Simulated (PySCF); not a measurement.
# Checking a proposed structure

A compound C$_{5}$H$_{7}$FO$_{2}$Si gives the data below (simulated from a calculation) and was assigned the structure `O=C1OCCC=C1[SiH2]F`.

13C{1H} NMR (computed): δ 172.3 (C), 148.4 (C), 147.3 (CH), 68.8 (CH2), 39.4 (CH2).

1H NMR (400 MHz, computed): δ 6.74 (m, 1H), 5.31 (m, 2H), 4.97 (m, 2H), 3.21 (s, 2H).

- geometry: GFN2-xTB
- PBE0/pcSseg-1 with gauge-including orbitals
- run in PySCF 2.14
- equivalent nuclei averaged, no relativistic terms, in vacuum, single conformer

Scale: 1H (σref 31.72), 13C (σref 186.93) vs TMS (reference shieldings calculated alike).

Question: Compare with the shifts computed for the proposed structure, pairing carbons in order of shift.

Answer: Atoms are numbered as in `[O:1]=[C:2]1[O:3][CH2:4][CH2:5][CH:6]=[C:7]1[SiH2:8][F:9]`. Each H is labelled by its parent atom.

```csv
atom,computed for proposal,given list,difference
C2,170.3,172.3,-2.0
C6,163.3,148.4,+14.9
C7,137.7,147.3,-9.6
C4,67.8,68.8,-1.0
C5,29.3,39.4,-10.1
```

The rms difference is 9.2 ppm and the largest +14.9 ppm at C6 (β carbon of a C=C–C=O unit). The carbon types in order of shift don't match either: C, CH, C, CH2, CH2 for the proposal against C, C, CH, CH2, CH2 in the data. The proposal doesn't fit.

Question: Which isomer fits?

Answer: SMILES O=C1CC([SiH2]F)=CCO1.

1. Carbon types of the structure: 2 × C, 1 × CH, 2 × CH2, leaving 2 H on heteroatoms.
2. δC 172.3: ester carbonyl carbon; it is a carbonyl in resonance with an O or N lone pair, the region of acids, esters and amides.
3. δC 148.4: fully substituted alkene carbon; an sp2 carbon of a C=C bond.
4. δC 147.3: alkene CH; an sp2 carbon of a C=C bond.
5. δC 68.8: allylic sp3 CH2 bonded to O; pulled downfield by the heteroatom.

The shifts were computed for this structure.

Splittings by 19F in the carbon and heteronuclear signals aren't shown, as no couplings were computed. Shifts are as computed. Against solution values, carbons near 30 ppm lie about +3 ppm off and those near 130 ppm about +5 ppm. Of 1211 compounds with measured shifts, 218 miss one by over three times the rms of a fit or turn the order of signals round; such compounds aren't used in these exercises. No couplings were computed; multiplicities are counted from neighbouring protons, with m where these are inequivalent, close in shift, in a saturated or five-membered ring or joined by F or P, and br s for small geminal =CH2 splittings.
